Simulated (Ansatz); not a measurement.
A single point on CH9NO2Si2, SMILES `C[SiH2]N[SiH](O)O`.

```yaml
crystal:
  periodic: [false, false, false]
  atoms:
    - {symbol: C, position_ang: [-0.573818, 2.341774, -1.062984]}
    - {symbol: Si, position_ang: [-0.446691, 1.298667, 0.479340]}
    - {symbol: N, position_ang: [-0.480697, -0.395523, 0.120975]}
    - {symbol: Si, position_ang: [0.642815, -1.615947, 0.520052]}
    - {symbol: O, position_ang: [1.167187, -2.489748, -0.773553]}
    - {symbol: O, position_ang: [-0.075021, -2.731170, 1.478921]}
    - {symbol: H, position_ang: [-1.502164, 2.134243, -1.601895]}
    - {symbol: H, position_ang: [-0.568068, 3.405108, -0.808077]}
    - {symbol: H, position_ang: [0.261691, 2.147187, -1.739463]}
    - {symbol: H, position_ang: [0.838236, 1.558872, 1.178547]}
    - {symbol: H, position_ang: [-1.571212, 1.666808, 1.385933]}
    - {symbol: H, position_ang: [-1.343994, -0.735422, -0.285026]}
    - {symbol: H, position_ang: [1.780152, -0.938874, 1.184391]}
    - {symbol: H, position_ang: [1.626352, -2.015654, -1.467489]}
    - {symbol: H, position_ang: [0.245231, -3.630320, 1.390327]}
basis:
  gaussian: {orbitals: def2-QZVPP}
correlation: {method: mp2}
```

```sh
$ ansatz run in.yaml --threads 2 --pin off --events-out ev --progress --plain --max-ram 32768MiB --backend cuda --devices 0, --max-vram 18GiB
```

Shortened log:

```
Functional definition: HF
3796 factors; integrals over basis functions are off by at most 9.4e-4 eV
mean field evaluation 1: about -22455.3535 eV, gradient 6.2e1 eV
mean field evaluation 2: about -22455.5081 eV, gradient 6.2e1 eV
mean field evaluation 4: about -22463.0286 eV, gradient 4.6e0 eV
mean field evaluation 8: about -22463.1108 eV, gradient 2.7e-1 eV
mean field -22463.11110596 eV, -825.5041071005 hartree, gradient 2.4e-6 eV, S^2 0.000000; 0 other end points of the search recorded, 0 dependent functions left out
14 core orbitals not correlated: weight in the atoms' cores, before any rotation towards them, 1.000 or more for the frozen orbitals, at most 0.000 for the correlated occupied ones
reference -22463.11110596 eV, -825.5041071005 hartree; 19, 19 occupied and 605, 605 virtual orbitals, 3796 factors
second order -32.64830564 eV of doubles, -0.00000000 eV of singles
Total energy: -22495.75941160 eV, -826.7039102028 hartree
```

Run time 8.5 s (2 threads of an AMD EPYC 7R13 on a shared host and a share of an NVIDIA H100 80 GB); peak host memory 1.2 GiB.
